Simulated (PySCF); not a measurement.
Spectrum to structure. The calculation used TDDFT CAM-B3LYP/def2-SVPD, vertical, gas phase, core orbitals frozen in the response (PySCF 2.14.0, density-fitted response routines). Geometries: GFN2-xTB, one conformer each.

| state | E (eV) | f | main configurations (H = HOMO, L = LUMO) |
| --- | --- | --- | --- |
| S1 | 8.02 | 0.0033 | H→L+1 (84%) |
| S2 | 8.58 | 0.011 | H→L (86%) |
| S3 | 8.80 | 0.0095 | H-1→L+1 (81%) |
| S4 | 9.13 | 0.0097 | H→L+2 (42%), H→L+3 (38%) |
| S5 | 9.21 | 0.0081 | H→L+3 (36%), H→L+2 (28%), H-1→L (10%) |
| S6 | 9.28 | 0.011 | H-1→L (64%), H→L+2 (17%), H-1→L+2 (9%) |
| S7 | 9.59 | 0.018 | H→L+4 (70%) |
| S8 | 9.79 | 0.0078 | H→L+5 (64%), H→L+8 (9%) |

Triplets computed (Tamm–Dancoff): 7.61, 8.45, 8.49 eV.

Orbital energies (eV): HOMO-3 -13.38, HOMO-2 -12.39, HOMO-1 -10.96, HOMO -10.15, LUMO 1.36, LUMO+1 1.45, LUMO+2 1.76.

Task: Which candidate is it?
A. `F[C@@H]1C[C@H]1OC(F)(F)F`
B. `FC(F)(/C(=C\Cl)C(Cl)=O)F`
C. `C=C/C(Cl)=C/C(=O)Cl`
D. `CC/C(Cl)=C\C(=O)Cl`

Result: A. Its S1, at 8.02 eV, is the highest among the candidates; the nearest of the others has S1 at 4.48 eV. S1 is HOMO→LUMO+1 (84%). Löwdin shares by element: HOMO carbon 44% or more, fluorine 18% or more, oxygen 17% (atoms not listed hold the other 21%); LUMO carbon 38% or more, oxygen 9% (atoms not listed hold the other 53%). At the same level the other candidates give, for their lowest levels:
- `CC/C(Cl)=C\C(=O)Cl`: 4.48 eV (f 0.002); 5.32 eV (f 0.462); 5.92 eV (f 0.001); 6.24 eV (f 0.000); 6.34 eV (f 0.021); T1 3.32 eV; HOMO -9.45, LUMO -1.38 eV
- `C=C/C(Cl)=C/C(=O)Cl`: 4.06 eV (f 0.000); 4.78 eV (f 0.687); 5.51 eV (f 0.000); 5.74 eV (f 0.070); 5.87 eV (f 0.000); T1 2.69 eV; HOMO -9.09, LUMO -1.91 eV
- `O=C(Cl)/C(=C/Cl)C(F)(F)F`: 4.46 eV (f 0.000); 5.50 eV (f 0.402); 5.70 eV (f 0.001); 5.93 eV (f 0.000); 6.25 eV (f 0.052); T1 3.42 eV; HOMO -10.26, LUMO -1.97 eV

The values belong to the conformer `[F:1][C@@H:2]1[CH2:3][C@H:4]1[O:5][C:6]([F:7])([F:8])[F:9]`: C3–C4–O5–C6 152°, C4–O5–C6–F7 177°.
